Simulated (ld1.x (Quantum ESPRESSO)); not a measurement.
H: variants of one TM semilocal potential

Base potential:

- Element: H
- Generator: ld1.x (Quantum ESPRESSO) 7.5
- Type: norm-conserving Troullier–Martins (semilocal form)
- Functional: LDA (PZ)
- Relativity: non-relativistic
- Frozen core: none
- Valence charge: 1
- Reference configuration: 1s1
- Partial waves: 2p channel at 0.05 Ry: rc 0.80 bohr; 1s (bound): rc 0.80 bohr
- Local potential: the s channel
- Core correction: none

All-electron outer shells of the reference configuration (LDA (PZ), non-relativistic, ld1.x):

```tsv
shell	level (eV)	outermost node (bohr)	outermost maximum (bohr)
1s	-6.36	–	1.05
```

Cutoffs, loose and tight: the cutoffs (Ry, on a coarse ladder) from which the occupation-weighted sum of valence levels, in a spherical-Bessel basis at the reference potential, stays within 10 and 1 mRy of its value at 400 Ry. They do not see the model core or the augmentation charge, which bear on the density cutoff. Test errors are all-electron minus pseudo excitation energies from the reference, over the configurations 1s0.5 (two spin-polarised tests are not counted in the largest error). A dash means not determined; rows that change the core or the reference have their own tests.

A semilocal file is local in each channel, so a ghost entry of none says nothing of the separable form that plane-wave codes build from it.

| change | outcome | cutoff, loose | cutoff, tight | bound ghosts |
| --- | --- | --- | --- | --- |
| base | generated | 30 Ry | 60 Ry | none |
| all radii scaled by about 0.77 (s 0.62, p 0.62 bohr) | generated | 35 Ry | 90 Ry | none |
| all radii scaled by about 1.10 (s 0.88, p 0.88 bohr) | generated | 30 Ry | 55 Ry | none |
| all radii scaled by about 1.30 (s 1.04, p 1.04 bohr) | generated | 25 Ry | 45 Ry | none |
| all radii scaled by about 1.35 (s 1.08, p 1.08 bohr) | generated | 21 Ry | 40 Ry | none |

(1) What comes out with this change to the base: all radii scaled by about 0.95 (s 0.76, p 0.76 bohr)?

(2) What comes out with this change to the base: all radii scaled by about 1.17 (s 0.94, p 0.94 bohr)?

(3) What comes out with this change to the base: all radii scaled by about 0.85 (s 0.68, p 0.68 bohr)?

Answers

(1) outcome: generated; cutoff, loose: 30 Ry; cutoff, tight: 70 Ry; bound ghosts: none.

(2) outcome: generated; cutoff, loose: 25 Ry; cutoff, tight: 50 Ry; bound ghosts: none.

(3) outcome: generated; cutoff, loose: 35 Ry; cutoff, tight: 80 Ry; bound ghosts: none.

Reading the sweep of the scale of all radii (base = 1) (base included, trends over the rows without a ghost): The loose cutoff falls from 35 Ry at 0.77 to 21 Ry at 1.35. A larger radius leaves more room for a smooth pseudo-wave, so fewer plane waves are needed; a smaller one forces it to follow the all-electron wave where it bends sharply.
